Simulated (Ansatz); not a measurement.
Geometry optimisation, RKS PBE-D4/6-31G* in Ansatz.

The input (input.yaml):

```yaml
crystal:
  periodic: [false, false, false]
  atoms:
    - { symbol: B, position_ang: [-0.018591, -0.256976, -0.138208] }
    - { symbol: H, position_ang: [-0.037916, -0.749228, 0.958281] }
    - { symbol: "N", position_ang: [1.242926, -0.019403, -0.741828] }
    - { symbol: H, position_ang: [2.113502, -0.202466, -0.254311] }
    - { symbol: H, position_ang: [1.371258, 0.442977, -1.639393] }
    - { symbol: "N", position_ang: [-1.264278, -0.062732, -0.794274] }
    - { symbol: H, position_ang: [-2.139995, -0.144326, -0.286061] }
    - { symbol: H, position_ang: [-1.365368, 0.436855, -1.675512] }
    - { symbol: Cl, position_ang: [-0.259082, 2.385584, 1.428517] }
    - { symbol: H, position_ang: [-0.028257, 1.070714, 1.31249] }
basis:
  gaussian: { orbitals: "6-31G*" }
hamiltonian:
  xc: pbe
  dispersion: d4
relax:
  f_tol: 0.03
  max_steps: 50
```

Run as:

```bash
$ ansatz run input.yaml --threads 1 --pin off --max-ram 2048MiB --backend cpu --events-out ev --progress --plain --runs-dir out
```

Problem. Where does it end, and by what steps?

Solution. The forces met the threshold. After 17 steps the energy has fallen by 0.421 eV; H10 moved furthest, 1.07 Å.

```
step  energy less start (eV)  largest force component (eV/Å)  accepted
   0                  0.0000                           0.793       yes
   1                 -0.0723                           0.922       yes
   2                 -0.0925                           0.879       yes
   3                 -0.1135                           0.524       yes
   4                 -0.1233                           0.081       yes
   5                 -0.1265                           0.118       yes
   6                 -0.1363                           0.124       yes
   7                 -0.1490                           0.403       yes
   8                 -0.1844                           0.522       yes
   9                 -0.2468                           0.465       yes
  10                 -0.3390                           0.458       yes
  11                 -0.3749                           0.544       yes
  12                 -0.4037                           0.179       yes
  13                 -0.4164                           0.147       yes
  14                 -0.4200                           0.064       yes
  15                 -0.4185                           0.268        no
  16                 -0.4209                           0.056       yes
  17                 -0.4212                           0.016       yes
```

```xyz
10
Properties=species:S:1:pos:R:3
B -0.208 -0.532 -0.159
H -0.179 -1.423 0.650
N 0.965 0.327 -0.287
H 1.853 -0.052 0.043
H 1.103 0.855 -1.152
N -1.374 -0.299 -0.909
H -2.225 -0.829 -0.745
H -1.501 0.482 -1.550
Cl 0.480 2.750 1.516
H 0.700 1.622 0.762
```

Whether the end is a true minimum wasn't checked by a vibrational analysis.

The run took 36 s on 1 thread of Arm Neoverse V2, on a shared host, peak memory 0.12 GiB.
